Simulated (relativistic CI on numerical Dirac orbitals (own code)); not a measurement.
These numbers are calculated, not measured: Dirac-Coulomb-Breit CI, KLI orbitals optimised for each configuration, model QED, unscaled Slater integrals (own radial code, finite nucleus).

The strongest absorption lines from the ground level of an ion, among the configurations computed and to levels below about 528 eV (vacuum wavelength in nm, gf): 2.6568 (2.3), 2.6957 (0.19), 2.8778 (0.093), 3.0278 (0.18), 3.2025 (4.1), 3.2811 (0.16), 4.4926 (0.095), 4.5422 (0.47).

Q: Which ion is it?
A. Tc XIV
B. Rh XVIII
C. Tc XVI
D. Nb XIV

A: C. Tc XVI has 28 electrons and the ground level 3p6 3d10 1S_0; the strongest line goes to 3p6 3d9 4f 1P°_1. The pattern of lines fixes the number of electrons, and along that sequence the line energies rise steadily with the charge (about as its square where n changes within one kind of shell, about linearly where n is kept but much faster in heavy ions where fine structure, which grows about as Z⁴, sets the gap, and irregularly where shells cross), which fixes Z. Configurations outside the model, such as inner-shell arrays, can give stronger lines. At this charge energies of transitions that change n are usually good to better than 1 %, and those within a shell (Δn = 0) to a few per cent.

LS names give the leading component of a level, which can be under half, so a name can repeat, a term be missing and a line seem to break the LS rules.
